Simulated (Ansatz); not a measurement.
Basis-set extrapolation for C8H16, SMILES `CC/C=C\C(C)(C)C` (PBE0-D4/def2-TZVP geometry, frozen core, the Gaussian-basis code of Ansatz). Multiplicity 1, RHF reference.

|  | def2-TZVPP | def2-QZVPP |
| --- | --- | --- |
| HF | -312.354855 | -312.369343 |
| MP2 correlation | -1.390966 | -1.476279 |
| CCSD(T) correlation | -1.533187 | not run |

Energies in hartree. Use E(X) = E(∞) + A·exp(−7.88·√X) for Hartree–Fock and E(X) = E(∞) + B·X^(−2.97) for correlation, with X = 3 and 4, and add CCSD(T) minus MP2 of the smaller set to the MP2 limit.

Problem. What is the CCSD(T) energy at the basis-set limit?

Solution. HF limit: -312.369343 + (-0.014488) × 0.13774 = -312.37134. MP2 limit: -1.476279 + (-0.085313) × 0.74074 = -1.53947. Higher-order term: -1.533187 − (-1.390966) = -0.14222. Total: -314.05303 hartree, 433.2 kJ/mol below CCSD(T)/def2-TZVPP.
